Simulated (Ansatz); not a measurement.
Species: GeNH$_{5}$, charge 0, singlet. GeNH5 (SMILES [NH2][GeH3]).
B3LYP-D3(BJ)/def2-TZVP minimum from Ansatz (a quantum-chemistry and plane-wave program):
```xyz
7

Ge    -0.3608     0.0367     0.0268
N      1.4733    -0.1252    -0.1966
H     -1.0149    -0.9240    -0.9788
H     -0.7169     1.4983    -0.2885
H     -0.8670    -0.3066     1.4499
H      1.8192    -1.0659    -0.0557
H      2.0117     0.4993     0.3904
```

Property: atomisation energy (electronic, to ground-state atoms), in kcal/mol. Radicals and triplets start from unrestricted determinants; spin-orbit coupling is neglected. Cores are frozen in correlated methods (noble-gas shells, and filled d and f shells in the p block). No relativity. CBS(X,Y): correlation extrapolated as X^-3, Hartree-Fock from the larger set (Q,5: extrapolated as (X+1)exp(-9√X)). A bracket is a step between two methods taken in the basis named. Double hybrids freeze cores in their MP2 part. Where a partner has so few electrons that a lower coupled-cluster level is exact, that level stands in.

CCSD(T)/CBS(cc-pVQZ,cc-pV5Z) + [CCSDT(Q) - CCSD(T)]/cc-pVTZ (Ansatz) gives 478.4 kcal/mol.

**Question.** How far off this value is PBE/def2-TZVPD (Ansatz), in which direction, and how far these levels: B3LYP/def2-TZVPD, PBE0/def2-TZVPD, wB97M-V/def2-TZVPD, B2PLYP/def2-TZVPD, CCSD(T)/CBS(cc-pVQZ,cc-pV5Z)?

**Answer.** PBE gives 475.9 kcal/mol, 2.5 kcal/mol below it. Differences of the others: B3LYP/def2-TZVPD (Ansatz) -2.9; PBE0/def2-TZVPD (Ansatz) -8.5; wB97M-V/def2-TZVPD (Ansatz) -1.1; B2PLYP/def2-TZVPD (Ansatz) -8.6; CCSD(T)/CBS(cc-pVQZ,cc-pV5Z) (Ansatz) -0.1 kcal/mol.
